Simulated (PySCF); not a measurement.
SnI4, SMILES [I][Sn]([I])([I])[I]. Heavy atoms are numbered as in [I:1][Sn:2]([I:3])([I:4])[I:5].

Geometry optimised at PBE0-D3(BJ)/def2-SVP. The isomer is the one that the SMILES or the coordinates give; other isomers of the formula were not compared. The def2 effective core potentials stand for the cores of I, Sn; spin–orbit coupling is left out.

Calculation: ωB97X/def2-TZVP (PySCF).

ESP charges are fitted to the potential on shells at 1.4 to 2.0 van der Waals radii. Atomic charges (e), one atom of each kind:

```tsv
atom	ESP fit	Löwdin	Mulliken
I1	0.05	0.14	-0.15
Sn2	-0.18	-0.56	0.61
```
